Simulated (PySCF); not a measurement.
FH6NSi2. Atoms are numbered in the order given.

```xyz
10

Si     1.0613    -0.4038    -0.6400
F      1.9270    -0.2352     0.7581
Si    -1.0526     0.5952    -0.2888
N     -1.9612    -0.0614     1.0619
H      0.9302    -1.8829    -0.9106
H      1.8648     0.2082    -1.7604
H     -1.8687     0.4119    -1.5433
H     -0.8513     2.0644    -0.0283
H     -2.2424    -1.0447     0.9962
H     -1.5692     0.1091     1.9936
```

Coordinates come from a PBE-D3(BJ)/def2-SVP optimisation. The structure was generated by enumeration, and PubChem lists no compound with its InChIKey, so it may never have been made. Other conformers were not sampled.

Calculation: B3LYP/pcSseg-1 (PySCF).

GIAO shieldings, no solvent; atoms listed in one row are averaged. δ = σ(ref) − σ: ²⁹Si against TMS (σ = 338.7 ppm); ¹⁹F against CFCl3 (σ = 161.7 ppm); ¹⁵N against NH3 (σ = 265.5 ppm); ¹H against TMS (σ = 31.68 ppm), references at their B3LYP-D3(BJ)/def2-TZVP geometries, non-relativistic.

Task: Estimate the chemical shifts. (An estimate is asked for; the answer gives what the named calculation found.)

Result: 
```json
[
 {"nucleus": "²⁹Si", "atoms": "Si1", "count": "1", "δ (ppm)": "6.0"},
 {"nucleus": "²⁹Si", "atoms": "Si3", "count": "1", "δ (ppm)": "-45.1"},
 {"nucleus": "¹⁹F", "atoms": "F2", "count": "1", "δ (ppm)": "-270.3"},
 {"nucleus": "¹⁵N", "atoms": "N4", "count": "1", "δ (ppm)": "1.7"},
 {"nucleus": "¹H", "atoms": "H5, H6", "count": "2", "δ (ppm)": "5.75"},
 {"nucleus": "¹H", "atoms": "H8", "count": "1", "δ (ppm)": "5.33"},
 {"nucleus": "¹H", "atoms": "H7", "count": "1", "δ (ppm)": "5.02"},
 {"nucleus": "¹H", "atoms": "H10", "count": "1", "δ (ppm)": "0.43"},
 {"nucleus": "¹H", "atoms": "H9", "count": "1", "δ (ppm)": "0.09"}
]
```
